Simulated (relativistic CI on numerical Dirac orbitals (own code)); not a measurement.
**Cu⁴⁺ (3d7) in a crystal field**

Calculated by Dirac-Coulomb-Breit CI, separate exchange-only KLI orbitals for each configuration, model QED, valence Slater integrals scaled by 0.85, one configuration in a parametric crystal field (own radial code).

Field parameters in Wybourne normalisation: Oh B⁴₀ = 21Dq, B⁴₄ = √(5/14) B⁴₀. The field is a parameter set, without covalency.

S and J are read from ⟨S²⟩ = S(S + 1) and ⟨J²⟩ = J(J + 1) of each level; they are not fictitious spins.

Oh, 10Dq = 5000 cm⁻¹, the lowest 16 levels:

| E (cm⁻¹) | Degeneracy | Irrep | S | J |
| --- | --- | --- | --- | --- |
| 0.0 | 2 | Γ6 | 1.50 | 4.40 |
| 582 | 4 | Γ8 | 1.50 | 4.14 |
| 1568 | 4 | Γ8 | 1.50 | 3.61 |
| 2011 | 2 | Γ7 | 1.50 | 3.02 |
| 5328 | 2 | Γ6 | 1.50 | 3.60 |
| 5435 | 4 | Γ8 | 1.50 | 3.56 |
| 5729 | 4 | Γ8 | 1.50 | 2.93 |
| 5997 | 2 | Γ7 | 1.50 | 3.04 |
| 10785 | 4 | Γ8 | 1.50 | 2.99 |
| 20129 | 4 | Γ8 | 0.51 | 4.25 |
| 22635 | 4 | Γ8 | 0.51 | 4.54 |
| 23769 | 4 | Γ8 | 0.53 | 3.80 |
| 23919 | 2 | Γ6 | 0.51 | 4.40 |
| 23974 | 2 | Γ7 | 0.67 | 3.41 |
| 24508 | 4 | Γ8 | 1.49 | 2.52 |
| 24543 | 2 | Γ7 | 1.40 | 2.65 |

Principal g values of the ground doublet: 4.73, 4.73, 4.73.

Oh, 10Dq = 9000 cm⁻¹, the lowest 10 levels:

```csv
E (cm⁻¹),Degeneracy,Irrep,S,J
0.0,2,Γ6,1.50,4.35
641,4,Γ8,1.50,4.00
1691,4,Γ8,1.50,3.30
1983,2,Γ7,1.50,2.96
8765,2,Γ6,1.50,3.63
8887,4,Γ8,1.50,3.48
9013,4,Γ8,1.49,3.30
9419,2,Γ7,1.50,3.11
16719,4,Γ8,0.51,4.14
18088,4,Γ8,1.49,3.21
```

Principal g values of the ground doublet: 4.57, 4.57, 4.57.

Oh, 10Dq = 13000 cm⁻¹, the lowest 16 levels:

| E (cm⁻¹) | Degeneracy | Irrep | S | J |
| --- | --- | --- | --- | --- |
| 0.0 | 2 | Γ6 | 1.50 | 4.32 |
| 649 | 4 | Γ8 | 1.50 | 3.93 |
| 1683 | 4 | Γ8 | 1.49 | 3.16 |
| 1943 | 2 | Γ7 | 1.50 | 2.93 |
| 12340 | 2 | Γ6 | 1.50 | 3.65 |
| 12429 | 4 | Γ8 | 1.49 | 3.49 |
| 12515 | 4 | Γ8 | 1.43 | 3.44 |
| 12984 | 2 | Γ7 | 1.50 | 3.13 |
| 12995 | 4 | Γ8 | 0.62 | 4.06 |
| 22931 | 4 | Γ8 | 0.52 | 4.56 |
| 23933 | 2 | Γ6 | 0.51 | 4.61 |
| 24070 | 4 | Γ8 | 0.54 | 3.90 |
| 24418 | 2 | Γ7 | 0.51 | 3.61 |
| 25656 | 4 | Γ8 | 1.48 | 3.33 |
| 29257 | 4 | Γ8 | 0.90 | 2.58 |
| 30422 | 2 | Γ6 | 0.83 | 2.24 |

Principal g values of the ground doublet: 4.48, 4.48, 4.48.

Oh, 10Dq = 17000 cm⁻¹, the lowest 16 levels:

```tsv
E (cm⁻¹)	Degeneracy	Irrep	S	J
0.0	2	Γ6	1.50	4.28
639	4	Γ8	1.50	3.88
1612	4	Γ8	1.48	3.10
1903	2	Γ7	1.50	2.91
9133	4	Γ8	0.54	4.05
15996	2	Γ6	1.49	3.66
16063	4	Γ8	1.49	3.54
16152	4	Γ8	1.48	3.42
16624	2	Γ7	1.49	3.15
22888	4	Γ8	0.52	4.58
23768	2	Γ6	0.51	4.66
24134	4	Γ8	0.54	3.89
24411	2	Γ7	0.52	3.63
30154	4	Γ8	0.63	2.89
31166	2	Γ6	0.57	2.50
33216	4	Γ8	1.48	3.35
```

Principal g values of the ground doublet: 4.42, 4.42, 4.42.

Oh, 10Dq = 21000 cm⁻¹, the lowest 16 levels:

| E (cm⁻¹) | Degeneracy | Irrep | S | J |
| --- | --- | --- | --- | --- |
| 0.0 | 2 | Γ6 | 1.50 | 4.25 |
| 601 | 4 | Γ8 | 1.49 | 3.84 |
| 1411 | 4 | Γ8 | 1.44 | 3.13 |
| 1865 | 2 | Γ7 | 1.50 | 2.90 |
| 5410 | 4 | Γ8 | 0.64 | 3.96 |
| 19622 | 4 | Γ8 | 1.41 | 3.54 |
| 19683 | 2 | Γ6 | 1.48 | 3.68 |
| 19785 | 4 | Γ8 | 1.49 | 3.53 |
| 20270 | 2 | Γ7 | 1.47 | 3.17 |
| 22868 | 4 | Γ8 | 0.57 | 4.56 |
| 23646 | 2 | Γ6 | 0.54 | 4.68 |
| 24269 | 4 | Γ8 | 0.62 | 3.85 |
| 24434 | 2 | Γ7 | 0.57 | 3.64 |
| 30609 | 4 | Γ8 | 0.55 | 2.94 |
| 31512 | 2 | Γ6 | 0.52 | 2.54 |
| 37632 | 2 | Γ7 | 1.48 | 2.56 |

Principal g values of the ground doublet: 4.37, 4.37, 4.37.

The free-ion ground term has S = 3/2. Every field shown keeps that spin.

Levels of this model without a field, named by their leading LS term: 4F_9/2 0, 4F_7/2 1584, 4F_5/2 2708, 4F_3/2 3464, 2G_9/2 21326, 4P_5/2 21361, 4P_3/2 21691, 4P_1/2 22479 cm⁻¹.
